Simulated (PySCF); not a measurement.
Species: C₆H₅ClO.
Numbering: `[OH:1][c:2]1[cH:3][cH:4][cH:5][cH:6][c:7]1[Cl:8]` (hydrogens: H9 on O1; H10 on C3; H11 on C4; H12 on C5; H13 on C6)

All values: wB97X-D/pcSseg-2 (PySCF, non-relativistic), on one gas-phase PBE0-D3(BJ)/def2-TZVP geometry that isn't relaxed in the solvent. The solvent is an IEF-PCM continuum (Bondi radii, 1.10 Å for H, scaled by 1.2). Specific hydrogen bonds and non-electrostatic terms are outside this model.

Gas phase at wB97X-D/pcSseg-2: HOMO -8.52 eV, LUMO 1.11 eV, dipole 0.95 D.

Q: What does the continuum do to the energy, the frontier levels and the dipole at wB97X-D/pcSseg-2 in chloroform?

A: 
```csv
solvent,ε,E(solvent) − E(gas) (kJ/mol),polarisation term (kJ/mol),distortion of the solute (kJ/mol),HOMO (eV),LUMO (eV),dipole (D)
chloroform,4.711,-12.53,-13.43,0.90,-8.48,1.17,1.15
```

Polarisation term: ½ Σ q·V over the induced surface charges. Distortion: the rise of the solute's own energy as its density leaves the gas-phase optimum.

Conformer computed: `[OH:1][c:2]1[cH:3][cH:4][cH:5][cH:6][c:7]1[Cl:8]`: H–O1–C2–C3 180°.

Note: wB97X-D ran without an empirical dispersion term, which enters the total energy and its gradient alone.
